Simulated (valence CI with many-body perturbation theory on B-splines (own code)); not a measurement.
## E1 transitions of Tm LXIII

Computed by valence CI with perturbative core correlation (CI+MBPT): five valence electrons over a frozen Dirac-Fock core [He], radial functions for each j: 11 s, 11 p, 10 d, 8 f, 5 g, 2 h, with the one-electron correlation potential Σ1 (screened to all orders), the two-electron term Σ2, the three-electron term Σ3, Breit, model QED; selected single and double excitations, second order for the rest, scaled by the run's own slope (own B-spline code, finite nucleus).

The last digits are not significant, and no measured levels were compared; by estimate large intervals hold to a few tenths of a per cent, small ones and those within an open d or f shell to about a per cent. Among the levels kept, up to 7400 cm⁻¹ of a level comes from second order outside the variational space, and about a tenth of that is noise between levels of different J, which matters for small intervals.

Lines 151 to 200 of 600 in falling wavelength, among levels below 87184 × 10³ cm⁻¹, chosen from the strongest by gf and those to the six lowest levels. Wavelengths and rates use the calculated energies. Electric multipoles are in the length gauge with retardation, E1 and E2 with the static RPA response of the core. Weak lines are less certain than strong ones. Lines between different terms over intervals too small for the method are left out, as are lines whose strength nearly cancels. The highest levels of a list are the least certain.

Levels are named by their leading jj configuration (3d3/2^4 stands for four electrons in 3d with j = 3/2), which in mixed levels can hold well under half, so a name can repeat and another be missing. Letters in brackets count levels of one name in rising energy.

| λ vac (Å) | Upper | Lower | A (s⁻¹) | S (a.u.) |
| --- | --- | --- | --- | --- |
| 30.53 | (2s 2p1/2 2p3/2^2 3p3/2) J=3/2 [b] | (2s 2p1/2 2p3/2^2 3s) J=5/2 [b] | 6.73e+11 | 3.78e-02 |
| 30.51 | (2s 2p1/2 2p3/2^2 3p3/2) J=3/2 [a] | (2s 2p1/2 2p3/2^2 3s) J=3/2 [a] | 5.19e+11 | 2.91e-02 |
| 30.45 | (2s^2 2p1/2 2p3/2 3p3/2) J=3/2 [b] | (2s^2 2p1/2 2p3/2 3s) J=3/2 [b] | 3.46e+11 | 1.93e-02 |
| 30.43 | (2s 2p1/2^2 2p3/2 3p3/2) J=3/2 [b] | (2s 2p1/2^2 2p3/2 3s) J=3/2 [b] | 3.18e+11 | 1.77e-02 |
| 30.36 | (2s 2p1/2^2 2p3/2^2) J=3/2 | (2s^2 2p1/2 2p3/2^2) J=3/2 | 2.30e+10 | 1.27e-03 |
| 30.32 | (2s 2p1/2^2 2p3/2 3p3/2) J=3/2 [a] | (2s 2p1/2^2 2p3/2 3s) J=5/2 | 1.70e+11 | 9.34e-03 |
| 30.30 | (2s 2p1/2 2p3/2^2 3d5/2) J=3/2 [a] | (2s 2p1/2 2p3/2^2 3p1/2) J=1/2 [a] | 1.45e+11 | 7.98e-03 |
| 30.29 | (2p1/2^2 2p3/2^3) J=3/2 | (2s 2p1/2 2p3/2^3) J=5/2 | 1.45e+11 | 7.95e-03 |
| 30.17 | (2s^2 2p1/2 2p3/2 3d3/2) J=5/2 [b] | (2s^2 2p1/2 2p3/2 3p1/2) J=5/2 | 2.11e+11 | 1.72e-02 |
| 30.11 | (2s 2p1/2 2p3/2^2 3p3/2) J=5/2 [b] | (2s 2p1/2 2p3/2^2 3s) J=5/2 [b] | 5.51e+11 | 4.45e-02 |
| 30.05 | (2s 2p1/2 2p3/2^2 3d3/2) J=5/2 [b] | (2s 2p1/2 2p3/2^2 3p1/2) J=7/2 | 2.22e+11 | 1.78e-02 |
| 30.01 | (2s^2 2p1/2 2p3/2 3p3/2) J=5/2 [b] | (2s^2 2p1/2 2p3/2 3s) J=3/2 [b] | 4.38e+11 | 3.50e-02 |
| 29.92 | (2s 2p1/2 2p3/2^2 3p3/2) J=5/2 [e] | (2s 2p1/2 2p3/2^2 3s) J=3/2 [b] | 1.36e+11 | 1.08e-02 |
| 29.88 | (2s 2p1/2 2p3/2^2 3d3/2) J=5/2 [e] | (2s 2p1/2 2p3/2^2 3p1/2) J=5/2 [c] | 2.00e+11 | 1.58e-02 |
| 29.74 | (2s^2 2p1/2 2p3/2 3d3/2) J=3/2 [b] | (2s^2 2p1/2 2p3/2 3p1/2) J=5/2 | 1.49e+11 | 7.74e-03 |
| 29.69 | (2s 2p1/2^2 2p3/2 3p3/2) J=3/2 [b] | (2s 2p1/2^2 2p3/2 3s) J=1/2 | 4.22e+11 | 2.18e-02 |
| 29.56 | (2s^2 2p1/2 2p3/2 3p3/2) J=5/2 [b] | (2s^2 2p1/2 2p3/2 3s) J=5/2 | 4.65e+11 | 3.56e-02 |
| 29.37 | (2s 2p1/2^2 2p3/2 3p3/2) J=1/2 [b] | (2s 2p1/2^2 2p3/2 3s) J=1/2 | 5.93e+11 | 1.48e-02 |
| 29.30 | (2s^2 2p1/2 2p3/2 3p3/2) J=3/2 [b] | (2s^2 2p1/2 2p3/2 3s) J=1/2 | 2.38e+11 | 1.18e-02 |
| 29.13 | (2s 2p1/2^2 2p3/2 3p3/2) J=5/2 [a] | (2s 2p1/2^2 2p3/2 3s) J=5/2 | 4.81e+11 | 3.52e-02 |
| 28.99 | (2p1/2^2 2p3/2^2 3s) J=5/2 | (2s 2p1/2 2p3/2^2 3s) J=5/2 [a] | 1.46e+11 | 1.06e-02 |
| 28.99 | (2s 2p1/2 2p3/2^2 3p3/2) J=1/2 [d] | (2s 2p1/2 2p3/2^2 3s) J=3/2 [d] | 3.69e+11 | 8.86e-03 |
| 28.84 | (2s 2p1/2 2p3/2^2 3p3/2) J=3/2 [f] | (2s 2p1/2 2p3/2^2 3s) J=3/2 [d] | 2.51e+11 | 1.19e-02 |
| 28.71 | (2s^2 2p3/2^2 3p3/2) J=3/2 [a] | (2s^2 2p3/2^2 3s) J=3/2 | 7.31e+11 | 3.42e-02 |
| 28.65 | (2s^2 2p1/2 2p3/2 3p3/2) J=3/2 [b] | (2s^2 2p1/2 2p3/2 3s) J=3/2 [a] | 2.59e+11 | 1.20e-02 |
| 28.63 | (2s 2p1/2 2p3/2^2 3p3/2) J=3/2 [f] | (2s 2p1/2 2p3/2^2 3s) J=3/2 [c] | 3.44e+11 | 1.59e-02 |
| 28.51 | (2s^2 2p1/2 2p3/2 3p3/2) J=1/2 [b] | (2s^2 2p1/2 2p3/2 3s) J=3/2 [b] | 9.13e+11 | 2.09e-02 |
| 28.36 | (2s 2p1/2 2p3/2^2 3p3/2) J=5/2 [b] | (2s 2p1/2 2p3/2^2 3s) J=7/2 | 2.99e+11 | 2.02e-02 |
| 28.20 | (2s 2p1/2 2p3/2^2 3p3/2) J=1/2 [d] | (2s 2p1/2 2p3/2^2 3s) J=1/2 [b] | 3.93e+11 | 8.71e-03 |
| 28.07 | (2s^2 2p3/2^2 3p3/2) J=3/2 [a] | (2s^2 2p3/2^2 3s) J=5/2 | 1.97e+11 | 8.61e-03 |
| 28.02 | (2p1/2^2 2p3/2^2 3p3/2) J=3/2 | (2p1/2^2 2p3/2^2 3s) J=3/2 | 3.34e+11 | 1.45e-02 |
| 9.819 | (2s 2p1/2 2p3/2^2 3d5/2) J=9/2 [a] | (2s^2 2p1/2 2p3/2 3d5/2) J=7/2 [a] | 1.22e+12 | 5.68e-03 |
| 9.814 | (2s 2p1/2 2p3/2^2 3p3/2) J=7/2 [a] | (2s^2 2p1/2 2p3/2 3p3/2) J=5/2 [a] | 1.28e+12 | 4.79e-03 |
| 9.796 | (2s 2p1/2 2p3/2^2 3d5/2) J=9/2 [b] | (2s^2 2p1/2 2p3/2 3d5/2) J=7/2 [b] | 7.30e+11 | 3.39e-03 |
| 9.794 | (2s 2p1/2 2p3/2^2 3s) J=5/2 [a] | (2s^2 2p1/2 2p3/2 3s) J=3/2 [a] | 1.50e+12 | 4.17e-03 |
| 9.783 | (2s 2p1/2 2p3/2^2 3p3/2) J=7/2 [b] | (2s^2 2p1/2 2p3/2 3p3/2) J=5/2 [b] | 1.16e+12 | 4.28e-03 |
| 9.720 | (2s 2p1/2 2p3/2^2 3p1/2) J=5/2 [a] | (2s^2 2p1/2 2p3/2 3p1/2) J=3/2 [a] | 1.40e+12 | 3.82e-03 |
| 9.700 | (2s 2p1/2 2p3/2^2 3d3/2) J=7/2 [a] | (2s^2 2p1/2 2p3/2 3d3/2) J=5/2 [a] | 1.09e+12 | 3.93e-03 |
| 9.639 | (2s 2p1/2 2p3/2^2 3d5/2) J=11/2 | (2s^2 2p1/2 2p3/2 3d5/2) J=9/2 | 1.23e+12 | 6.54e-03 |
| 9.629 | (2s 2p1/2 2p3/2^2 3s) J=7/2 | (2s^2 2p1/2 2p3/2 3s) J=5/2 | 1.46e+12 | 5.15e-03 |
| 9.615 | (2s 2p1/2 2p3/2^2 3d3/2) J=7/2 [b] | (2s^2 2p1/2 2p3/2 3d3/2) J=5/2 [b] | 1.03e+12 | 3.61e-03 |
| 9.603 | (2s 2p1/2 2p3/2^2 3p1/2) J=5/2 [b] | (2s^2 2p1/2 2p3/2 3p1/2) J=3/2 [b] | 1.31e+12 | 3.44e-03 |
| 9.595 | (2s 2p1/2 2p3/2^2 3p3/2) J=9/2 | (2s^2 2p1/2 2p3/2 3p3/2) J=7/2 | 1.27e+12 | 5.54e-03 |
| 9.578 | (2s 2p1/2 2p3/2^2 3d3/2) J=9/2 | (2s^2 2p1/2 2p3/2 3d3/2) J=7/2 | 1.23e+12 | 5.34e-03 |
| 9.573 | (2s 2p1/2 2p3/2^2 3p1/2) J=7/2 | (2s^2 2p1/2 2p3/2 3p1/2) J=5/2 | 1.39e+12 | 4.82e-03 |
| 9.447 | (2p1/2^2 2p3/2^2 3p3/2) J=5/2 | (2s 2p1/2^2 2p3/2 3p3/2) J=3/2 [b] | 2.55e+12 | 6.36e-03 |
| 9.447 | (2s 2p1/2^2 2p3/2^2) J=5/2 | (2s^2 2p1/2^2 2p3/2) J=3/2 | 1.48e+12 | 3.71e-03 |
| 9.429 | (2s 2p1/2 2p3/2^3) J=3/2 [a] | (2s^2 2p1/2 2p3/2^2) J=5/2 | 1.64e+11 | 2.72e-04 |
| 9.343 | (2p1/2^2 2p3/2^2 3s) J=5/2 | (2s 2p1/2^2 2p3/2 3s) J=3/2 [b] | 2.94e+12 | 7.11e-03 |
| 9.334 | (2p1/2^2 2p3/2^2 3p3/2) J=7/2 | (2s 2p1/2^2 2p3/2 3p3/2) J=5/2 [b] | 4.41e+12 | 1.41e-02 |
